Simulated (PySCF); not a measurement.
Computed shifts of a molecule C₄H₅FSi, PBE0/pcSseg-1 (PySCF), GIAO, gas phase, equivalent atoms averaged, in ppm (number of nuclei): ¹³C: 162.2 (1), 113.1 (1), 90.6 (1), 80.7 (1). ¹⁹F: -82.8 (1). ²⁹Si: -83.1 (1). ¹H: 5.78 (1), 4.50 (3), 3.48 (1). References: ¹³C against TMS (σ = 186.3 ppm); ¹⁹F against CFCl3 (σ = 167.2 ppm); ²⁹Si against TMS (σ = 352.7 ppm); ¹H against TMS (σ = 31.56 ppm), references at their B3LYP-D3(BJ)/def2-TZVP geometries, non-relativistic. Coordinates come from a PBE0-D3(BJ)/def2-SVP optimisation. Other conformers were not sampled.

Problem. Which structure fits?
A) C#C/C(F)=C/[SiH3]
B) C#C[Si@H](F)C=C
C) FC1=CC=C[SiH2]1
D) C#C[SiH2]/C=C/F

Solution. A, C#C/C(F)=C/[SiH3]
